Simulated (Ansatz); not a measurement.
C2H6BBr (`BC(C)Br`) at its PBE0-D4/def2-TZVP geometry, where that method's forces vanish. Total charge 0; spin multiplicity 1.

```
atom   x (Å)   y (Å)   z (Å)
  B1   0.073  -0.562  -1.334
  C2  -0.317  -0.365   0.159
  C3   0.426   0.543   1.087
 Br4  -1.804   0.617  -0.807
  H5  -0.291  -1.537  -1.919
  H6   0.837   0.214  -1.828
  H7  -0.841  -1.177   0.660
  H8  -0.187   0.896   1.918
  H9   0.843   1.400   0.556
 H10   1.260  -0.029   1.508
```

Q: For each bond, give half the difference of the two atoms' forces along it (eV/Å; positive pushes the atoms apart) under PBE-D4, r2SCAN-D4, B3LYP-D4, ωB97M-V in def2-TZVPP. (Estimate.)

A: Computed: 
| bond | length (Å) | PBE-D4 | r2SCAN-D4 | B3LYP-D4 | ωB97M-V |
| --- | --- | --- | --- | --- | --- |
| B1–C2 | 1.556 | 0.04 | 0.07 | 0.08 | 0.06 |
| B1–Br4 | 2.279 | 0.10 | 0.17 | 0.43 | 0.16 |
| B1–H5 | 1.194 | 0.04 | -0.05 | -0.13 | -0.13 |
| B1–H6 | 1.196 | 0.05 | -0.05 | -0.12 | -0.12 |
| C2–C3 | 1.496 | -0.06 | 0.04 | 0.16 | 0.24 |
| C2–Br4 | 2.028 | 0.23 | 0.27 | 0.41 | 0.03 |
| C2–H7 | 1.088 | 0.12 | -0.05 | -0.14 | -0.15 |
| C3–H8 | 1.092 | 0.10 | -0.03 | -0.06 | -0.08 |
| C3–H9 | 1.091 | 0.12 | -0.03 | -0.06 | -0.08 |
| C3–H10 | 1.096 | 0.12 | -0.01 | -0.07 | -0.10 |

B3LYP here is the variant with VWN-RPA as its local correlation; programs differ in this.
